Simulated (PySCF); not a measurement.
Can point charges reproduce the dipole moment of `CO[C@@H]1S[C@H]1C(F)F`?

Coordinates (GFN2-xTB, Å) and charges (e) from the PBE0/pcSseg-1 density (PySCF):

```
atom       x       y       z  Mulliken      IAO  Hirshfeld  ESP-fitted
  C1   2.549   0.047  -0.166   -0.0293  -0.2064    -0.0324     -0.3429
  O2   1.261   0.086  -0.754   -0.4479  -0.3438    -0.1205     -0.2230
  C3   0.243   0.015   0.136   +0.0901  +0.0432    +0.0400     +0.1281
  S4  -0.301  -1.646   0.705   -0.0445  -0.0447    -0.0723     -0.2014
  C5  -1.080  -0.425  -0.363   -0.3783  -0.2202    -0.0579     -0.1737
  C6  -2.352   0.230   0.131   +0.6156  +0.4472    +0.1468     +0.4294
  F7  -2.160   0.897   1.289   -0.2916  -0.2983    -0.0921     -0.2549
  F8  -2.772   1.150  -0.771   -0.2986  -0.3029    -0.1081     -0.2203
  H9   3.258   0.157  -0.982   +0.1315  +0.1677    +0.0589     +0.1779
 H10   2.707  -0.911   0.340   +0.1114  +0.1397    +0.0397     +0.1635
 H11   2.676   0.863   0.552   +0.1022  +0.1328    +0.0459     +0.1491
 H12   0.277   0.729   0.959   +0.1527  +0.1535    +0.0435     +0.1444
 H13  -1.135  -0.703  -1.411   +0.1811  +0.1837    +0.0579     +0.1482
 H14  -3.171  -0.491   0.284   +0.1055  +0.1484    +0.0505     +0.0756
```

Q: Form Σ q r in debye for every column and set it beside the full dipole.

A: The full density gives (1.56, -0.20, -0.08) D, 1.57 D in size; dipole vectors point from the negative to the positive end.

```
    scheme    μx     μy     μz  size (D)  share of the full size (%)  angle to the full dipole (°)
  Mulliken  1.54  -1.58   1.35      2.58                         164                            50
       IAO  1.81  -2.21   0.68      2.94                         187                            46
 Hirshfeld  1.06  -0.30   0.05      1.10                          70                            10
ESP-fitted  1.58  -0.19  -0.12      1.60                         102                             2
```

Q: Which set comes closest?

A: Length of the difference vector: ESP-fitted 0.05 D, Hirshfeld 0.52 D, Mulliken 1.98 D, IAO 2.16 D. Closest: ESP-fitted. The schemes that divide the density aren't constrained to reproduce the dipole.

Q: What is left for the Hirshfeld atoms' own dipoles?

A: The shares of the density sum to the whole, so what Σ q r misses lies in dipoles about the nuclei. The atomic dipoles sum to (1.56, -0.20, -0.08) − (1.06, -0.30, 0.05) = (0.50, 0.10, -0.13) D, 0.52 D in size.

Q: With the origin at the mean of the coordinates, (0.000, 0.000, -0.004) Å, which are the largest single terms, by size, of the IAO dipole along the direction of the full one?

A: C6 -5.08, F8 +4.16, F7 +3.32, H9 +2.62, C1 -2.50 D; all 14 atoms together +2.05 D. The single terms depend on the origin, their sum doesn't.

Q: Give the size of the full dipole in other units.

A: 1.57 D = 0.618 au = 0.327 e·Å = 5.24 × 10⁻³⁰ C·m.

The structure is a single GFN2-xTB conformer in the gas phase; no vibrational or solvent corrections.

The values belong to the conformer `[CH3:1][O:2][C@@H:3]1[S:4][C@H:5]1[CH:6]([F:7])[F:8]`: C1–O2–C3–S4 -84°, S4–C5–C6–F7 60°.
